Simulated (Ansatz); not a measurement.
All numbers were calculated with Ansatz.

A structure relaxed at PBE0-D4/def2-TZVP, charge 0, multiplicity 1:

| atom | x (Å) | y (Å) | z (Å) |
| --- | --- | --- | --- |
| C1 | 0.3277 | -0.7442 | 1.0139 |
| C2 | 0.1344 | -0.4414 | -0.2739 |
| B3 | -0.3748 | 0.9492 | -0.6624 |
| Cl4 | -0.6374 | 1.3763 | -2.3389 |
| H5 | 0.1279 | -0.0149 | 1.7937 |
| H6 | 0.6873 | -1.7156 | 1.3411 |
| H7 | 0.3446 | -1.1956 | -1.0291 |
| H8 | -0.6096 | 1.7863 | 0.1556 |

Give its formula and SMILES.

C2H4BCl, `C=CBCl`.

Point group (tolerance 0.08 Å, 0.16 Å for H)?

Cs.

Summarise the bond lengths by kind.

1 × C–C 1.337 Å; 3 × C–H 1.086 to 1.088 Å; 1 × B–C 1.531 Å; 1 × B–Cl 1.750 Å; 1 × B–H 1.194 Å.
